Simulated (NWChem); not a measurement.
NaOH; SMILES [OH][Na]

```xyz
3

Na    -0.0667    -0.9424     0.0000
O      0.1330     0.9559     0.0000
H      0.2311     1.9075     0.0000
```
Atoms are numbered in this order, from 1.

Results from NWChem. Pople sets run with spherical d functions. Coordinates come from a PBE0/def2-SVP optimisation. Vzz is the largest principal value of the second derivative of the potential at the nucleus (NWChem prints the opposite sign); η is the asymmetry. Non-relativistic.

For level Hartree-Fock/6-31G*:

```yaml
Vzz Na1 (a.u.): -0.294
Vzz O2 (a.u.): 1.647
```

Task: Estimate the same quantities for level Hartree-Fock/def2-TZVP.

Result: 
* **Vzz Na1 (a.u.)**: -0.342
* **Vzz O2 (a.u.)**: 1.539
